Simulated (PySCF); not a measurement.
## Electronic absorption of C2H5FGeSi

Compound: C2H5FGeSi.
SMILES: `[F][GeH2][C]#C[SiH3]`

The calculation used TDDFT wB97X-D/def2-SVPD, vertical, gas phase, core orbitals frozen in the response in PySCF 2.14.0, density-fitted response routines. Isolated species at its PBE0-D3(BJ)/def2-SVP geometry, gas phase. The wB97X-D/def2-SVPD calculation is non-relativistic and has no spin–orbit coupling, an omission that weighs most on germanium.

Task: What does the calculation give for the low-lying excited states?

Result: 

```
state  E (eV)  ν̃ (cm⁻¹)       f  main configurations (H = HOMO, L = LUMO)
   S1    5.42      43730  0.0004                                 H→L (85%)
   S2    5.80      46770  0.0042                  H-1→L (52%), H→L+1 (40%)
   S3    5.92      47760  0.0008                             H-1→L+1 (88%)
   S4    7.74      62440  0.0024                  H-2→L (66%), H→L+5 (12%)
   S5    7.83      63190   1.294                  H→L+1 (46%), H-1→L (40%)
   S6    7.87      63510  0.0000                               H→L+2 (80%)
   S7    8.00      64490   0.036   H-1→L+2 (76%), H-5→L (9%), H-1→L+4 (8%)
   S8    8.10      65340   0.013                 H-5→L (80%), H-1→L+2 (8%)
   S9    8.50      68570  0.0030    H→L+5 (42%), H-4→L (33%), H-3→L+1 (8%)
  S10    8.56      69020  0.0002   H→L+4 (30%), H-5→L+1 (24%), H→L+3 (16%)
```

Triplets (Tamm–Dancoff): T1 4.62 eV, H-1→L (54%), H→L+1 (29%); T2 5.04 eV, H→L (71%), H-1→L+1 (16%); T3 5.12 eV, H→L+1 (59%), H-1→L (30%); T4 5.65 eV, H-1→L+1 (76%), H→L (17%).

The lowest singlet comes at 229 nm (523 kJ/mol) in the ultraviolet; it is dark (f under 0.0005); its leading configuration is HOMO→LUMO (85%). The most intense listed level is S5 at 7.83 eV (158 nm, f = 1.294), 2.41 eV above S1. Löwdin shares by element: HOMO carbon 72%, silicon 7%, germanium 7%; LUMO carbon 47%, germanium 23%, silicon 9% (atoms not listed hold the other 20%). The oscillator strengths of these states sum to 1.354; summed over the whole spectrum of an exact calculation they would give the number of electrons, 72 (Thomas–Reiche–Kuhn). Weighted by f, the mean energy of these states is 7.83 eV. Orbital energies (eV): HOMO-3 -12.38, HOMO-2 -11.99, HOMO-1 -10.42, HOMO -10.26, LUMO 0.47, LUMO+1 0.98, LUMO+2 1.73. The vertical ionisation energy (ΔSCF) is 10.50 eV, 1.94 eV above S10. The window holds the lowest 10 singlets.
